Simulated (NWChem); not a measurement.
Everything below was run with NWChem. System: F₂S, charge 0, spin multiplicity 1, displaced from the optimised geometry.

The NWChem input:

```
start mol
memory heap 200 mb stack 900 mb global 1100 mb
geometry units angstroms nocenter noautoz noautosym
  F      1.227542     0.000000    -0.491554
  S      0.000000     0.000000     0.552998
  F     -2.455084     0.000000    -1.536107
end
basis spherical
  * library cc-pvdz
end
dft
  xc xpbe96 cpbe96
  semidirect memsize 60000000 filesize 0
  iterations 100
end
task dft energy
```

The output up to the point where the run's verdict is printed (cleaned and shortened):

```
             Northwest Computational Chemistry Package (NWChem) 7.3.0
             --------------------------------------------------------

                                NWChem Input Module
                                -------------------

 Scaling coordinates for geometry "geometry" by  1.889725989
 (inverse scale =  0.529177249)

                             Geometry "geometry" -> ""
                             -------------------------

 Output coordinates in angstroms (scale by  1.889725989 to convert to a.u.)

  No.       Tag          Charge          X              Y              Z
 ---- ---------------- ---------- -------------- -------------- --------------
    1 F                    9.0000     1.22754200     0.00000000    -0.49155400
    2 S                   16.0000     0.00000000     0.00000000     0.55299800
    3 F                    9.0000    -2.45508400     0.00000000    -1.53610700

 Effective nuclear repulsion energy (a.u.)      82.1128642637

            Nuclear Dipole moment (a.u.)
            ----------------------------
        X                 Y               Z
 ---------------- ---------------- ----------------
   -20.8774621753     0.0000000000   -17.7652781138


 Summary of "ao basis" -> "" (spherical)
 ------------------------------------------------------------------------------
       Tag                 Description            Shells   Functions and Types
 ---------------- ------------------------------  ------  ---------------------
 *                          cc-pvdz                   on all atoms

  pbe96 is a nonlocal functional; adding pw91lda local functional.

                                 NWChem DFT Module
                                 -----------------

 Summary of "ao basis" -> "ao basis" (spherical)
 ------------------------------------------------------------------------------
       Tag                 Description            Shells   Functions and Types
 ---------------- ------------------------------  ------  ---------------------
 F                          cc-pvdz                  6       14   3s2p1d
 S                          cc-pvdz                  8       18   4s3p1d
[...]
 d= 0,ls=0.5,diis    52   -597.2465542057 -2.87D-03  2.34D-04  2.75D-01     9.8
 d= 0,ls=0.5,diis    53   -597.2493948686 -2.84D-03  1.26D-04  2.55D-01    10.0
 d= 0,ls=0.5,diis    54   -597.2505473974 -1.15D-03  3.47D-04  2.50D-01    10.1
 d= 0,ls=0.5,diis    55   -597.2464353703  4.11D-03  4.55D-04  2.79D-01    10.3
 d= 0,ls=0.5,diis    56   -597.2405775206  5.86D-03  2.09D-03  3.17D-01    10.4
 d= 0,ls=0.5,diis    57   -597.2092375313  3.13D-02  7.88D-04  5.31D-01    10.6
 d= 0,ls=0.5,diis    58   -597.2189294770 -9.69D-03  4.02D-04  4.23D-01    10.8
 d= 0,ls=0.5,diis    59   -597.2245181886 -5.59D-03  2.83D-03  3.80D-01    10.9
 d= 0,ls=0.5,diis    60   -597.1783337521  4.62D-02  9.01D-04  6.90D-01    11.0
 d= 0,ls=0.5,diis    61   -597.1715335117  6.80D-03  6.18D-04  6.73D-01    11.1
 d= 0,ls=0.5,diis    62   -597.1773352342 -5.80D-03  7.80D-04  6.04D-01    11.3
 d= 0,ls=0.5,diis    63   -597.1896899497 -1.24D-02  8.97D-04  5.22D-01    11.4
 d= 0,ls=0.5,diis    64   -597.2034795737 -1.38D-02  1.10D-03  4.49D-01    11.6
 d= 0,ls=0.5,diis    65   -597.1857045730  1.78D-02  1.21D-03  5.85D-01    11.7
 d= 0,ls=0.5,diis    66   -597.1658856054  1.98D-02  1.89D-03  7.01D-01    11.9
 d= 0,ls=0.5,diis    67   -597.1948467833 -2.90D-02  1.15D-03  5.06D-01    12.1
 d= 0,ls=0.5,diis    68   -597.1806770178  1.42D-02  4.69D-03  5.96D-01    12.2
 d= 0,ls=0.5,diis    69   -597.0891864834  9.15D-02  8.45D-03  1.21D+00    12.4
 d= 0,ls=0.5,diis    70   -597.2373499772 -1.48D-01  7.85D-03  1.95D-01    12.5
 d= 0,ls=0.5,diis    71   -597.2872183692 -4.99D-02  3.21D-03  4.50D-02    12.6
 d= 0,ls=0.5,diis    72   -597.2847580373  2.46D-03  1.41D-03  8.57D-02    12.8
 d= 0,ls=0.5,diis    73   -597.2861031183 -1.35D-03  6.12D-04  5.44D-02    12.9
 d= 0,ls=0.5,diis    74   -597.2864935535 -3.90D-04  3.11D-04  4.47D-02    13.0
 d= 0,ls=0.5,diis    75   -597.2861877555  3.06D-04  1.92D-04  4.49D-02    13.2
 d= 0,ls=0.5,diis    76   -597.2856413386  5.46D-04  1.73D-04  4.81D-02    13.3
 d= 0,ls=0.5,diis    77   -597.2848768372  7.65D-04  1.86D-04  5.34D-02    13.5
 d= 0,ls=0.5,diis    78   -597.2838749395  1.00D-03  2.62D-04  6.06D-02    13.7
 d= 0,ls=0.5,diis    79   -597.2821970168  1.68D-03  2.94D-04  7.34D-02    13.8
 d= 0,ls=0.5,diis    80   -597.2801594951  2.04D-03  1.84D-04  8.83D-02    14.0
 d= 0,ls=0.5,diis    81   -597.2812819828 -1.12D-03  1.57D-04  7.78D-02    14.1
 d= 0,ls=0.5,diis    82   -597.2823296972 -1.05D-03  1.51D-04  6.96D-02    14.2
 d= 0,ls=0.5,diis    83   -597.2832797537 -9.50D-04  1.48D-04  6.28D-02    14.4
 d= 0,ls=0.5,diis    84   -597.2841536719 -8.74D-04  1.22D-04  5.68D-02    14.5
 d= 0,ls=0.5,diis    85   -597.2848331824 -6.80D-04  1.23D-04  5.22D-02    14.6
 d= 0,ls=0.5,diis    86   -597.2854945907 -6.61D-04  1.03D-04  4.76D-02    14.7
 d= 0,ls=0.5,diis    87   -597.2860219695 -5.27D-04  1.40D-04  4.41D-02    14.9
 d= 0,ls=0.5,diis    88   -597.2866814510 -6.59D-04  1.12D-04  3.94D-02    15.0
 d= 0,ls=0.5,diis    89   -597.2871824950 -5.01D-04  9.49D-05  3.61D-02    15.2
 d= 0,ls=0.5,diis    90   -597.2875988557 -4.16D-04  7.85D-05  3.33D-02    15.3
 d= 0,ls=0.5,diis    91   -597.2879331518 -3.34D-04  5.75D-05  3.11D-02    15.5
 d= 0,ls=0.5,diis    92   -597.2881596889 -2.27D-04  4.20D-05  2.96D-02    15.7
 d= 0,ls=0.5,diis    93   -597.2883249522 -1.65D-04  3.24D-05  2.85D-02    15.8
 d= 0,ls=0.5,diis    94   -597.2884504724 -1.26D-04  5.00D-05  2.77D-02    15.9
 d= 0,ls=0.5,diis    95   -597.2886509066 -2.00D-04  5.51D-05  2.63D-02    16.1
 d= 0,ls=0.5,diis    96   -597.2888501650 -1.99D-04  6.86D-05  2.49D-02    16.2
 d= 0,ls=0.5,diis    97   -597.2891012905 -2.51D-04  7.35D-05  2.31D-02    16.3
 d= 0,ls=0.5,diis    98   -597.2893344642 -2.33D-04  7.29D-05  2.15D-02    16.5
 d= 0,ls=0.5,diis    99   -597.2895677404 -2.33D-04  6.85D-05  2.00D-02    16.7
 d= 0,ls=0.5,diis   100   -597.2897941070 -2.26D-04  6.56D-05  1.84D-02    16.8
```

The run did not converge; its last values are not results. The next line reads: Calculation failed to converge. NWChem stopped with the message: dft energy failed.
